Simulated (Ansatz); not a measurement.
Stretching the Te1–H2 bond in FHTe (SMILES F[TeH]) (multiplicity 1 held, fragments rigid). Energies count from the point at 1.668 Å.
Geometry at that point (charge 0, multiplicity 1):
```xyz
3

Te     0.185    -0.061     0.201
H      1.312    -0.309    -1.004
F     -1.216     0.384    -1.047
```

Restricted levels (R-, RO-) in cc, def2 and unpolarised 6-31G sets keep to the state of the molecule at rest. U- levels take the lowest unrestricted solution at each point, which mixes spins at long bonds. Active spaces are followed from a long bond inwards. Levels need not reach the same state.

Cores are frozen in the correlated methods. Filled d and f shells under p-block atoms count as core.

Programs: Ansatz (a first-principles code).  In def2 rows elements past Kr take small-core potentials, without spin–orbit coupling.

Energies in eV.

```tsv
R (Å)	R-HF/def2-TZVPP	U-B3LYP/def2-TZVPP	U-SCS-MP2/def2-TZVPP	FIC-MRCISD+Q on CASSCF(2,2)/def2-TZVPP
1.334	1.46	1.53	1.51	1.54
1.501	0.23	0.29	0.26	0.28
1.668	0.00	0.00	0.00	0.00
1.835	0.26	0.18	0.22	0.19
2.002	0.76	0.57	0.66	0.59
2.252	1.65	1.30	1.85	1.29
2.502	2.55	2.00	2.48	1.91
2.919	3.85	2.68	2.85	2.58
3.336	4.86	2.92	2.96	2.89
3.836	5.74	3.01	2.99	3.01
4.503	6.50	3.04	3.00	3.04
5.337	7.05	3.05	3.01	3.05
```

Doubts at one or more of the structures used: a restricted determinant that unrestricted orbitals would lower (R-HF/def2-TZVPP); a spin-contaminated determinant (U-B3LYP/def2-TZVPP, U-SCS-MP2/def2-TZVPP).
